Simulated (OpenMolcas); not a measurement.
Rh2+ among 4 point charges of -1.6 e arranged as a tetrahedron (Td), 2.24 Å from the ion.

```json
{"Program": "OpenMolcas", "Method": "SS-CASPT2, IPEA 0.25 Eh, imaginary shift 0.1 Eh (closed shells correlated: 4s 4p)", "Basis": "ANO-RCC-VDZP [6s5p3d1f]", "Scalar Hamiltonian": "DKH2, point nucleus", "Active space": "7 electrons in 5 orbitals (4d)", "State averaging": "2S+1 = 4 even, 10 roots; 2S+1 = 2 even, 40 roots", "Spin-orbit coupling": "RASSI with atomic mean-field integrals over the reference wave functions"}
```

Question: What is the spin-free ground state (labels of Td)?

Answer: 4A2, 1-fold in its orbital part, 100 % from free-ion F terms; it has the highest spin that d7 allows.

Question: Where is the first state of the same spin?

Answer: 4T2 at 1570 cm-1 above the ground state.

Question: What are the lowest two levels with spin-orbit coupling?

Answer: A 4-fold level Γ8, then a 4-fold level Γ8 1340 cm-1 above it. Their leading multiplicities are 4 (98 %) and 4 (98 %).

Question: What is χT at 300 K, and how does it compare with the textbook value?

Answer: The lowest level has 2S+1 = 4, for which the spin-only value is χT = S(S+1) / 2 = 1.875 cm3 K/mol (g = 2). The computed 4.339 at 300 K differs by +2.464, through orbital momentum, spin-orbit coupling and any other state in reach.

Roots that are degenerate in the reference are averaged as groups; the widest CASPT2 spread within a group is 270 cm-1 (the 3-fold group of multiplicity 4 near 3430 cm-1 above the lowest state of its run). Shifts and gaps below about the spread of the groups concerned are not significant. Spin-orbit coupling mixes the spin-free states strongly: the lowest level takes only 66 % from its leading state, 4A2. The ground term spreads over less than 5000 cm-1, several times less than with real ligands, so orbital moments are less quenched and χT lies further from the spin-only value than at real sites. Free-ion shares, where given, are those of the reference states; single-state CASPT2 does not remix them. This is an electrostatic model: the charges have no orbitals. No measured value stands beside these numbers.
